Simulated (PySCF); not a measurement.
# Calculated NMR parameters of CC(=O)N[SiH2]C(C)(C)C

- Formula: C6H15NOSi
- SMILES: CC(=O)N[SiH2]C(C)(C)C
- Point group of the computed structure: C1
- Degrees of unsaturation: 1
- Carbon signals: 4
- Proton signals: 4

Atom-mapped SMILES (the numbers label the heavy atoms): `[CH3:1][C:2](=[O:3])[NH:4][SiH2:5][C:6]([CH3:7])([CH3:8])[CH3:9]`; H(Xn) means a hydrogen on atom n.

- PBE0-D3(BJ)/def2-SVP structure
- σ from GIAO-B3LYP/pcSseg-1
- program: PySCF 2.14
- isolated molecule, a single conformation, no relativistic terms, equivalent nuclei averaged

Chemical shifts δ = σref − σ; 1H, 13C, 29Si against TMS; 15N against NH3; 17O against H2O, all at this level.

```tsv
carbon	δC, type	δH (multiplicity)	HMBC from (2–3 bonds)	span of the C tensor (ppm)
C1	24.0, CH3	1.90 (s)	–	60
C2	177.6, C	–	H(Si5), H(C1)	173
C6	17.0, C	–	H(Si5), H(C7)/H(C8)/H(C9)	11
C7/C8/C9	28.4, CH3	0.96 (s)	H(Si5), H(C7)/H(C8)/H(C9)	44
```

Other nuclei:
| atoms | nucleus | environment | δ (ppm) | σ (ppm) |
| --- | --- | --- | --- | --- |
| H(Si5) | 1H | hydrogen on a silicon bonded to C, N | 4.48 | 26.91 |
| H(N4) | 1H | hydrogen on an amide-type nitrogen | 3.84 | 27.55 |
| Si5 | 29Si | silicon bonded to C, N, 2 H | -22.2 | 360.1 |
| N4 | 15N | amide-type nitrogen | 122.3 | 141.2 |
| O3 | 17O | amide-type carbonyl oxygen | 472.6 | -138.6 |

- Carbon types of the structure: 2 × C, 4 × CH3, leaving 3 H on heteroatoms.
- δC 177.6: amide carbonyl carbon; lone-pair donation from the attached heteroatom keeps it upfield of a ketone carbonyl.
- δC 28.4: methyl carbon; a saturated carbon with 1 carbon neighbour and no heteroatom attached.
- δC 24.0: methyl carbon α to a carbonyl; the adjacent C=O deshields it moderately.
- δH 3.84: hydrogen on an amide-type nitrogen; exchangeable, gas-phase position.
- δH 1.90: hydrogen on a methyl carbon α to a carbonyl; α to C=O.

Exchangeable OH/NH protons stand at their gas-phase positions; hydrogen bonding in a real sample shifts them, mostly to higher δ. Shifts are as computed. Against solution values, carbons near 30 ppm lie about +2 ppm off and those near 130 ppm about +6 ppm. Of 1313 compounds with measured shifts, 239 miss one by over three times the rms of a fit or turn the order of signals round; such compounds aren't used in these exercises. Hydrogen bonding in solution shields acid and N–H amide carbonyl oxygens by tens of ppm. Hydrogen bonding in solution deshields acid and N–H amide carbonyl carbons by as much as 10 ppm beyond these values. Unscaled 17O shifts of doubly bonded oxygen tend to come out too high, by tens of ppm or more. Experimental scales use liquid or dissolved standards, which lie at an offset from isolated NH3 (liquid NH3: subtract about 20 ppm) and H2O (liquid H2O: subtract about 36 ppm). Multiplicities follow the n + 1 count of equivalent neighbours, as no J values were calculated; m marks all less simple cases, F and P coupling included.
